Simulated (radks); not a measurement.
Spherical jellium clusters: N electrons in a uniform positive sphere of charge N and radius rs N^(1/3), rs = 4.01 bohr. Method: non-relativistic Kohn-Sham, LDA (Slater exchange, Perdew-Wang correlation), spin-polarised, spherical densities; computed with a radial shooting solver with Libxc functionals. Levels are named by radial order and angular momentum (1s, 1p, 1d, 2s, ...), and open shells are averaged over m.

N = 6, configuration 1s2 1p(up 3, down 1). This is the lowest configuration that the search found. Occupied and some empty levels:

| level | occupation | eigenvalue (eV) | <r> (bohr) |
|---|---|---|---|
| 1s up | 1 | -4.5471 | 4.966 |
| 1s down | 1 | -4.1272 | 4.988 |
| 1p up | 3 | -3.1197 | 6.141 |
| 1p down | 1 | -2.7155 | 6.286 |
| 1d up | 0 | -1.4853 | 7.415 |
| 1d down | 0 | -1.1627 | 7.738 |
| 2s up | 0 | -1.1562 | 7.977 |
| 2s down | 0 | -0.96674 | 8.398 |

Energy (eV): total -9.99910, kinetic 10.374, external -156.38, Hartree 76.184, exchange-correlation -20.836, background 80.663.
